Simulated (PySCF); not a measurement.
NMR parameters of (LiCl)4 cube

(LiCl)4 cube, Cl4Li4.

Geometry:
```json
{"atom": "Li1", "x (Å)": "-0.385", "y (Å)": "-0.969", "z (Å)": "1.415"}
{"atom": "Cl2", "x (Å)": "1.806", "y (Å)": "-1.056", "z (Å)": "0.684"}
{"atom": "Li3", "x (Å)": "1.246", "y (Å)": "1.179", "z (Å)": "0.415"}
{"atom": "Cl4", "x (Å)": "-0.734", "y (Å)": "1.321", "z (Å)": "1.605"}
{"atom": "Li5", "x (Å)": "-1.450", "y (Å)": "0.845", "z (Å)": "-0.547"}
{"atom": "Cl6", "x (Å)": "-1.553", "y (Å)": "-1.468", "z (Å)": "-0.520"}
{"atom": "Li7", "x (Å)": "0.592", "y (Å)": "-1.056", "z (Å)": "-1.289"}
{"atom": "Cl8", "x (Å)": "0.478", "y (Å)": "1.204", "z (Å)": "-1.763"}
```

GIAO calculations in PySCF 2.14 on the PBE0-D3(BJ)/def2-SVP structure: isolated species, non-relativistic, equivalent atoms averaged; basis pcSseg-1.

(1) Give the isotropic shieldings (ppm) with B3LYP, PBE0.

(2) And the chemical shifts, against references computed in the same way?

(3) Which part of the shielding of Cl2/Cl4/Cl6/Cl8 depends on the functional?

Answers

(1) 
```tsv
atoms	environment	B3LYP	PBE0
Cl2/Cl4/Cl6/Cl8	chlorine bonded to 3 Li	1019	1026
Li1/Li3/Li5/Li7	lithium bonded to 3 Cl	90.2	90.8
HOMO–LUMO gap (eV)	–	7.49	8.04
```

(2) 
| atoms | nucleus, reference | B3LYP | PBE0 |
| --- | --- | --- | --- |
| Cl2/Cl4/Cl6/Cl8 | $^{35}$Cl, HCl | -89 | -83 |

(3) Diamagnetic: B3LYP 1148, PBE0 1148 ppm; paramagnetic: B3LYP -129, PBE0 -122 ppm. The diamagnetic part, set mainly by inner electrons, hardly moves; the paramagnetic part goes with low-lying magnetically allowed excitations and carries the spread.
